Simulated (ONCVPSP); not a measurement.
Pseudopotential generation for samarium: ONCV, PBE, scalar-relativistic.

```
Element                 : Sm (Z = 62)
Generator               : ONCVPSP 4.0.1
Type                    : optimised norm-conserving Vanderbilt (ONCV)
Functional              : PBE
Relativity              : scalar-relativistic
Frozen core             : [Kr] 4d10
Valence charge          : 16
Reference configuration : 4f5 5s2 5p6 (charge +3)
Partial waves           : 5s: rc 2.15 bohr, ncon 4, nbas 8, qcut 6.1 1/bohr, 2 projectors, debl 1.1 Ha; 5p: rc 2.45 bohr, ncon 5, nbas 9, qcut 5.6 1/bohr, 2 projectors, debl 2.3 Ha; d scattering state at 0.06 Ha: rc 1.85 bohr, ncon 3, nbas 7, qcut 5 1/bohr, 2 projectors, debl 2.6 Ha; 4f: rc 1.05 bohr, ncon 4, nbas 8, qcut 18.5 1/bohr, 2 projectors, debl 1.3 Ha
Local potential         : polynomial inside 0.95 bohr (lpopt 4, dvloc0 6 Ha)
Core correction         : Teter function fitted to the true core (icmod 2), fcfact 0.35
```

In the s channel the program set the typed energies aside and used -2.612, 0.050 Ha. In the p channel the program set the typed energies aside and used -1.837, 0.050 Ha. In the d channel the program set the typed energies aside and used 0.050, 2.650 Ha.

All-electron outer shells of the reference configuration (PBE, scalar-relativistic, ld1.x):

```csv
shell,level (eV),outermost node (bohr),outermost maximum (bohr)
5p,-50.00,0.73,1.40
4f,-32.42,–,0.61
```

Results:

| Item | Value |
| --- | --- |
| Cutoffs needed | 128 Ha and 142 Ha (the cutoffs (Ha) at which the residual kinetic energy of the hardest occupied pseudo-wave falls to 1 and 0.1 mHa per electron) |
| Ghost test | no bound ghost flagged; GHOST(+) flagged for s at 9.2 eV |
| Configuration tests | 3 of 4 tests not solved or not reliable; not counted: 4f6 5s2 5p6 6s2 (all-electron energy unsafe for a near-neutral lanthanide with less than one 5d electron, printed error -79 meV) |
| rms error of d²Exc/dni dnj | 13.14 mHa without and 3.57 mHa with the model core |

Generation and tests took about 9.7 s on one core of a shared server CPU.
